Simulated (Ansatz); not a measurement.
C2H4 (SMILES C=C), charge 0, multiplicity 1, relaxed at each level with Ansatz (a program for electronic structure); harmonic frequencies from differences of analytic forces, average atomic masses, frozen cores.

```json
[
 {"level": "HF/def2-TZVPP", "C1–C2 (Å)": "1.3141", "C1–H3 (Å)": "1.0743", "C1–H4 (Å)": "1.0743", "C2–H5 (Å)": "1.0743", "C2–H6 (Å)": "1.0743", "C2–C1–H3 (°)": "121.7", "C2–C1–H4 (°)": "121.7", "H3–C1–H4 (°)": "116.7", "dipole (D)": "0.00"},
 {"level": "PBE/def2-TZVPP", "C1–C2 (Å)": "1.3328", "C1–H3 (Å)": "1.0913", "C1–H4 (Å)": "1.0913", "C2–H5 (Å)": "1.0913", "C2–H6 (Å)": "1.0913", "C2–C1–H3 (°)": "121.7", "C2–C1–H4 (°)": "121.7", "H3–C1–H4 (°)": "116.6", "dipole (D)": "0.00"},
 {"level": "r2SCAN/def2-TZVPP", "C1–C2 (Å)": "1.3255", "C1–H3 (Å)": "1.0842", "C1–H4 (Å)": "1.0842", "C2–H5 (Å)": "1.0842", "C2–H6 (Å)": "1.0842", "C2–C1–H3 (°)": "121.6", "C2–C1–H4 (°)": "121.6", "H3–C1–H4 (°)": "116.7", "dipole (D)": "0.00"},
 {"level": "B3LYP/def2-TZVPP", "C1–C2 (Å)": "1.3248", "C1–H3 (Å)": "1.0827", "C1–H4 (Å)": "1.0827", "C2–H5 (Å)": "1.0827", "C2–H6 (Å)": "1.0827", "C2–C1–H3 (°)": "121.7", "C2–C1–H4 (°)": "121.7", "H3–C1–H4 (°)": "116.5", "dipole (D)": "0.00"},
 {"level": "PBE0/def2-TZVPP", "C1–C2 (Å)": "1.3230", "C1–H3 (Å)": "1.0840", "C1–H4 (Å)": "1.0840", "C2–H5 (Å)": "1.0840", "C2–H6 (Å)": "1.0840", "C2–C1–H3 (°)": "121.7", "C2–C1–H4 (°)": "121.7", "H3–C1–H4 (°)": "116.7", "dipole (D)": "0.00"},
 {"level": "wB97X-V/def2-TZVPP", "C1–C2 (Å)": "1.3247", "C1–H3 (Å)": "1.0853", "C1–H4 (Å)": "1.0853", "C2–H5 (Å)": "1.0853", "C2–H6 (Å)": "1.0853", "C2–C1–H3 (°)": "121.6", "C2–C1–H4 (°)": "121.6", "H3–C1–H4 (°)": "116.8", "dipole (D)": "0.00"},
 {"level": "MP2/cc-pVTZ", "C1–C2 (Å)": "1.3320", "C1–H3 (Å)": "1.0804", "C1–H4 (Å)": "1.0804", "C2–H5 (Å)": "1.0804", "C2–H6 (Å)": "1.0804", "C2–C1–H3 (°)": "121.3", "C2–C1–H4 (°)": "121.3", "H3–C1–H4 (°)": "117.3", "dipole (D)": "0.00"},
 {"level": "CCSD(T)/cc-pVDZ", "C1–C2 (Å)": "1.3516", "C1–H3 (Å)": "1.0984", "C1–H4 (Å)": "1.0984", "C2–H5 (Å)": "1.0984", "C2–H6 (Å)": "1.0984", "C2–C1–H3 (°)": "121.5", "C2–C1–H4 (°)": "121.5", "H3–C1–H4 (°)": "117.0", "dipole (D)": "0.00"},
 {"level": "CCSD(T)/cc-pVTZ", "C1–C2 (Å)": "1.3371", "C1–H3 (Å)": "1.0832", "C1–H4 (Å)": "1.0832", "C2–H5 (Å)": "1.0832", "C2–H6 (Å)": "1.0832", "C2–C1–H3 (°)": "121.5", "C2–C1–H4 (°)": "121.5", "H3–C1–H4 (°)": "117.1", "dipole (D)": "0.00"}
]
```

Measured: equilibrium bond lengths C=C 1.3317, C-H 1.0805 Å [Piccardo et al., J. Phys. Chem. A 119, 2058 (2015), semi-experimental]; equilibrium angles C=C-H 121.4, H-C-H 117.19 ° [Piccardo et al., J. Phys. Chem. A 119, 2058 (2015), semi-experimental].

Doubts at one or more of the structures used: a restricted determinant that unrestricted orbitals would lower (CCSD(T)/cc-pVDZ, CCSD(T)/cc-pVTZ).
